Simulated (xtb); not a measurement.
xtb job for C₂H₇O₂, SMILES OCC[OH2+], charge +1, GFN2-xTB. 

```
$ xtb mol.xyz --gfn 2 --sp --chrg 1 --uhf 0 --json
$ cat mol.xyz
11

O      0.95929474    -0.37417601    -0.85167008
C      0.65936205     0.80405465    -0.10565130
C     -0.78055696     0.56850073     0.37676286
O     -0.83622368    -0.86769849     0.62032128
H      1.90601528    -0.45343400    -1.01542295
H      1.34155942     0.90708977     0.74305622
H      0.72097865     1.69543755    -0.73277794
H     -0.99792169     1.09455599     1.30607207
H     -1.49997248     0.85150906    -0.39259720
H     -0.04139330    -1.13736030    -0.03253919
H     -1.68666505    -1.25813449     0.34833015
```

Output:

```
[banner left out]
          |                Calculation Setup                |
           -------------------------------------------------



           -------------------------------------------------
          |                 G F N 2 - x T B                 |
           -------------------------------------------------

        Reference                      10.1021/acs.jctc.8b01176
      * Hamiltonian:
        H0-scaling (s, p, d)           1.850000    2.230000    2.230000
        zeta-weighting                 0.500000
      * Dispersion:
        s8                             2.700000
        a1                             0.520000
        a2                             5.000000
        s9                             5.000000
      * Repulsion:
        kExp                           1.500000    1.000000
        rExp                           1.000000
      * Coulomb:
        alpha                          2.000000
        third order                    shell-resolved
        anisotropic                    true
        a3                             3.000000
        a5                             4.000000
        cn-shift                       1.200000
        cn-exp                         4.000000
        max-rad                        5.000000


          ...................................................
          :                      SETUP                      :
          :.................................................:
          :  # basis functions                  23          :
          :  # atomic orbitals                  23          :
          :  # shells                           15          :
          :  # electrons                        26          :
          :  max. iterations                   250          :
          :  Hamiltonian                  GFN2-xTB          :
          :  restarted?                      false          :
          :  GBSA solvation                  false          :
          :  PC potential                    false          :
          :  electronic temp.          300.0000000     K    :
          :  accuracy                    1.0000000          :
          :  -> integral cutoff          0.2500000E+02      :
          :  -> integral neglect         0.1000000E-07      :
          :  -> SCF convergence          0.1000000E-05 Eh   :
          :  -> wf. convergence          0.1000000E-03 e    :
          :  Broyden damping             0.4000000          :
          :  net charge                          1          :
          :  unpaired electrons                  0          :
          ...................................................

 iter      E             dE          RMSdq      gap      omega  full diag
   1    -15.6196505 -0.156197E+02  0.417E+00   10.25       0.0  T
   2    -15.6257961 -0.614558E-02  0.259E+00    9.63       1.0  T
   3    -15.6269829 -0.118680E-02  0.339E-01    9.13       1.0  T
   4    -15.6272052 -0.222316E-03  0.125E-01    9.24       1.0  T
   5    -15.6272279 -0.226910E-04  0.523E-02    9.29       1.0  T
   6    -15.6272302 -0.223015E-05  0.125E-02    9.30       2.4  T
   7    -15.6272302 -0.389805E-07  0.507E-03    9.30       5.9  T
   8    -15.6272302 -0.188267E-07  0.130E-03    9.30      23.2  T
   9    -15.6272302 -0.187895E-08  0.381E-04    9.30      79.0  T
  10    -15.6272302 -0.104491E-09  0.650E-05    9.30     463.7  T

   *** convergence criteria satisfied after 10 iterations ***

         #    Occupation            Energy/Eh            Energy/eV
      -------------------------------------------------------------
         1        2.0000           -0.9723361             -26.4586
       ...           ...                  ...                  ...
         7        2.0000           -0.7779490             -21.1691
         8        2.0000           -0.7598483             -20.6765
         9        2.0000           -0.7334888             -19.9592
        10        2.0000           -0.7124681             -19.3872
        11        2.0000           -0.6814219             -18.5424
        12        2.0000           -0.6696227             -18.2214
        13        2.0000           -0.6240910             -16.9824 (HOMO)
        14                         -0.2824245              -7.6852 (LUMO)
        15                         -0.1766083              -4.8058
        16                         -0.1540621              -4.1922
        17                         -0.1310905              -3.5672
        18                         -0.0770810              -2.0975
       ...                                ...                  ...
        23                          0.0887431               2.4148
      -------------------------------------------------------------
                  HL-Gap            0.3416665 Eh            9.2972 eV
             Fermi-level           -0.4532577 Eh          -12.3338 eV

 SCC (total)                   0 d,  0 h,  0 min,  0.005 sec
 SCC setup                      ...        0 min,  0.000 sec (  1.575%)
 Dispersion                     ...        0 min,  0.000 sec (  0.991%)
 classical contributions        ...        0 min,  0.000 sec (  0.375%)
 integral evaluation            ...        0 min,  0.001 sec ( 12.838%)
 iterations                     ...        0 min,  0.002 sec ( 48.482%)
 molecular gradient             ...        0 min,  0.001 sec ( 32.691%)
 printout                       ...        0 min,  0.000 sec (  2.727%)

         :::::::::::::::::::::::::::::::::::::::::::::::::::::
         ::                     SUMMARY                     ::
         :::::::::::::::::::::::::::::::::::::::::::::::::::::
         :: total energy             -15.499371128609 Eh    ::
         :: gradient norm              0.000220759819 Eh/a0 ::
         :: HOMO-LUMO gap              9.297219819117 eV    ::
         ::.................................................::
         :: SCC energy               -15.627228400513 Eh    ::
         :: -> isotropic ES            0.126886018452 Eh    ::
         :: -> anisotropic ES         -0.006037419784 Eh    ::
         :: -> anisotropic XC          0.002521968835 Eh    ::
         :: -> dispersion             -0.003391700985 Eh    ::
         :: repulsion energy           0.127857271904 Eh    ::
         :: add. restraining           0.000000000000 Eh    ::
         :: total charge               1.000000000000 e     ::
         :::::::::::::::::::::::::::::::::::::::::::::::::::::

           -------------------------------------------------
          |                Property Printout                |
           -------------------------------------------------

    * Orbital Energies and Occupations

         #    Occupation            Energy/Eh            Energy/eV
      -------------------------------------------------------------
         1        2.0000           -0.9723361             -26.4586
         2        2.0000           -0.9121592             -24.8211
         3        2.0000           -0.8815130             -23.9872
         4        2.0000           -0.8548464             -23.2616
         5        2.0000           -0.8280016             -22.5311
         6        2.0000           -0.8101980             -22.0466
         7        2.0000           -0.7779490             -21.1691
         8        2.0000           -0.7598483             -20.6765
         9        2.0000           -0.7334888             -19.9592
        10        2.0000           -0.7124681             -19.3872
        11        2.0000           -0.6814219             -18.5424
        12        2.0000           -0.6696227             -18.2214
        13        2.0000           -0.6240910             -16.9824 (HOMO)
        14                         -0.2824245              -7.6852 (LUMO)
        15                         -0.1766083              -4.8058
        16                         -0.1540621              -4.1922
        17                         -0.1310905              -3.5672
        18                         -0.0770810              -2.0975
        19                         -0.0538354              -1.4649
        20                         -0.0155505              -0.4232
        21                          0.0306813               0.8349
        22                          0.0581866               1.5833
        23                          0.0887431               2.4148
      -------------------------------------------------------------
                  HL-Gap            0.3416665 Eh            9.2972 eV
             Fermi-level           -0.4532577 Eh          -12.3338 eV

     #   Z          covCN         q      C6AA      α(0)
     1   8 O        1.675    -0.413    21.085     6.199
     2   6 C        3.672     0.040    20.137     6.432
     3   6 C        3.669     0.020    20.486     6.489
     4   8 O        2.422    -0.250    18.102     5.746
     5   1 H        0.805     0.345     0.601     1.217
     6   1 H        0.924     0.089     1.890     2.150
     7   1 H        0.924     0.103     1.758     2.073
     8   1 H        0.925     0.133     1.515     1.925
     9   1 H        0.924     0.114     1.662     2.016
    10   1 H        0.794     0.431     0.433     1.034
    11   1 H        0.804     0.388     0.507     1.118

 Mol. C6AA /au·bohr⁶  :        632.634531
 Mol. C8AA /au·bohr⁸  :      12891.028308
 Mol. α(0) /au        :         36.400110


Wiberg/Mayer (AO) data.
largest (>0.10) Wiberg bond orders for each atom

 ---------------------------------------------------------------------------
     #   Z sym  total        # sym  WBO       # sym  WBO       # sym  WBO
 ---------------------------------------------------------------------------
     1   8 O    2.094 --     2 C    0.983     5 H    0.861    10 H    0.158
     2   6 C    3.930 --     3 C    1.002     1 O    0.983     6 H    0.969
                             7 H    0.964
     3   6 C    3.859 --     2 C    1.002     9 H    0.969     8 H    0.962
                             4 O    0.904
     4   8 O    2.466 --     3 C    0.904    11 H    0.837    10 H    0.646
     5   1 H    0.881 --     1 O    0.861
     6   1 H    0.992 --     2 C    0.969
     7   1 H    0.989 --     2 C    0.964
     8   1 H    0.982 --     3 C    0.962
     9   1 H    0.987 --     3 C    0.969
    10   1 H    0.814 --     4 O    0.646     1 O    0.158
    11   1 H    0.849 --     4 O    0.837
 ---------------------------------------------------------------------------

Topologies differ in total number of bonds
Writing topology from bond orders to xtbtopo.mol

molecular dipole:
                 x           y           z       tot (Debye)
 q only:       -0.570      -0.421       0.170
   full:       -0.500      -0.486       0.049       1.776
molecular quadrupole (traceless):
                xx          xy          yy          xz          yz          zz
 q only:        5.126       2.513       0.868      -2.722       0.491      -5.994
  q+dip:        7.486       3.077      -1.313      -2.384       0.229      -6.172
   full:        7.316       3.055      -0.397      -2.755       0.541      -6.919


           -------------------------------------------------
          | TOTAL ENERGY              -15.499371128609 Eh   |
          | GRADIENT NORM               0.000220759819 Eh/α |
          | HOMO-LUMO GAP               9.297219819117 eV   |
           -------------------------------------------------

------------------------------------------------------------------------
------------------------------------------------------------------------
 total:
 SCF:
Note: The following floating-point exceptions are signalling: IEEE_UNDERFLOW_FLAG IEEE_DENORMAL
normal termination of xtb
```

The run converged.

Cost: around 0.03 core-seconds (rough).
